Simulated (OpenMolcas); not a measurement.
**Ir4+ in a point-charge field**

Ir4+ among 6 point charges of -1 e arranged as an octahedron (Oh), 1.91 Å from the ion.
```
   1.9100    0.0000    0.0000  -1.00
   0.0000    1.9100    0.0000  -1.00
  -1.9100    0.0000    0.0000  -1.00
   0.0000   -1.9100    0.0000  -1.00
   0.0000    0.0000    1.9100  -1.00
   0.0000    0.0000   -1.9100  -1.00
```

```yaml
Program: OpenMolcas 26.06
Method: "SS-CASPT2, IPEA 0.25 Eh, imaginary shift 0.1 Eh (closed shells correlated: 5s 5p)"
Basis: ANO-RCC-VDZP [7s6p4d2f]
Scalar_Hamiltonian: DKH2, point nucleus
Active_space: 5 electrons in 5 orbitals (5d)
State_averaging: 2S+1 = 6 even, 1 root; 2S+1 = 4 even, 24 roots; 2S+1 = 2 even, 75 roots
Spin-orbit_coupling: state interaction with AMFI integrals over the reference wave functions
```

The lowest spin-free states (labels of O, the rotations of Oh), above the lowest:

```json
{"State": "6A1", "Degeneracy": "1", "E (cm-1)": "0", "Free-ion L (%)": "S (100)"}
{"State": "4T1", "Degeneracy": "3", "E (cm-1)": "21860", "Free-ion L (%)": "G (70)"}
{"State": "4T2", "Degeneracy": "3", "E (cm-1)": "24740", "Free-ion L (%)": "G (93)"}
{"State": "4E", "Degeneracy": "2", "E (cm-1)": "25920", "Free-ion L (%)": "G (100)"}
{"State": "4A1", "Degeneracy": "1", "E (cm-1)": "26190", "Free-ion L (%)": "G (100)"}
{"State": "4T2", "Degeneracy": "3", "E (cm-1)": "29380", "Free-ion L (%)": "D (89)"}
{"State": "4E", "Degeneracy": "2", "E (cm-1)": "30860", "Free-ion L (%)": "D (100)"}
{"State": "2T2", "Degeneracy": "3", "E (cm-1)": "31140", "Free-ion L (%)": "I (51)"}
{"State": "4T1", "Degeneracy": "3", "E (cm-1)": "33560", "Free-ion L (%)": "P (70)"}
{"State": "2A2", "Degeneracy": "1", "E (cm-1)": "34040", "Free-ion L (%)": "I (73)"}
{"State": "2T1", "Degeneracy": "3", "E (cm-1)": "34830", "Free-ion L (%)": "I (78)"}
{"State": "2T2", "Degeneracy": "3", "E (cm-1)": "35370", "Free-ion L (%)": "I (76)"}
{"State": "2E", "Degeneracy": "2", "E (cm-1)": "36550", "Free-ion L (%)": "I (85)"}
{"State": "2A1", "Degeneracy": "1", "E (cm-1)": "38110", "Free-ion L (%)": "I (100)"}
{"State": "2E", "Degeneracy": "2", "E (cm-1)": "39050", "Free-ion L (%)": "D (65)"}
{"State": "2T2", "Degeneracy": "3", "E (cm-1)": "39130", "Free-ion L (%)": "I (44)"}
{"State": "2T1", "Degeneracy": "3", "E (cm-1)": "40420", "Free-ion L (%)": "F (54)"}
{"State": "4T1", "Degeneracy": "3", "E (cm-1)": "42600", "Free-ion L (%)": "F (96)"}
{"State": "4A2", "Degeneracy": "1", "E (cm-1)": "42880", "Free-ion L (%)": "F (100)"}
{"State": "2T2", "Degeneracy": "3", "E (cm-1)": "42890", "Free-ion L (%)": "G (44)"}
```

The lowest levels with spin-orbit coupling:

```
E (cm-1)  Degeneracy  Label      2S+1               g
       0           2     Γ7  6 (82 %)  3.19 3.19 3.19
     140           4     Γ8  6 (84 %)                
   15360           2     Γ7  4 (48 %)  2.08 2.08 2.08
   18780           4     Γ8  4 (65 %)                
   22210           4     Γ8  4 (82 %)                
   23210           2     Γ7  4 (86 %)  2.59 2.59 2.59
   23360           2     Γ6         4  0.02 0.02 0.02
   23680           4     Γ8  4 (85 %)                
   25140           4     Γ8  4 (80 %)                
   25690           2     Γ7  4 (73 %)  3.22 3.22 3.22
   25910           2     Γ6  4 (87 %)  2.72 2.72 2.72
   26320           4     Γ8  4 (78 %)                
   26700           2     Γ6  4 (82 %)  0.31 0.31 0.31
   27530           4     Γ8  4 (84 %)                
   27600           4     Γ8  4 (88 %)                
   28060           4     Γ8  4 (82 %)                
   29160           2     Γ7  4 (79 %)  1.90 1.90 1.90
   30800           2     Γ6         4  2.75 2.75 2.75
   32080           2     Γ6         4  1.30 1.30 1.30
   32130           4     Γ8         4
```

Powder χT (cm3 K/mol): 1.02 at 2 K, 1.25 at 10 K, 2.43 at 50 K, 3.35 at 100 K, 3.85 at 200 K, 3.96 at 300 K. The effective moment at 300 K is 2.828 √(χT) = 5.63 μB.

Roots that are degenerate in the reference are averaged as groups; the widest CASPT2 spread within a group is 110 cm-1 (the 3-fold group of multiplicity 2 near 48800 cm-1 above the lowest state of its run). Shifts and gaps below about the spread of the groups concerned are not significant. Point charges give a weaker field than real ligands, and real ions of this kind are as a rule low spin; the high spin found here belongs to the model. This field is weak: 10Dq is about 5827 cm-1, while octahedral complexes of 5d ions of charge 3 and more, computed by the same method with explicit ligands, had a median near 35000 cm-1. Ground spin and moment need not be those of a real site. Free-ion shares, where given, are those of the reference states; single-state CASPT2 does not remix them. This is an electrostatic model: the charges have no orbitals. No measured value stands beside these numbers.
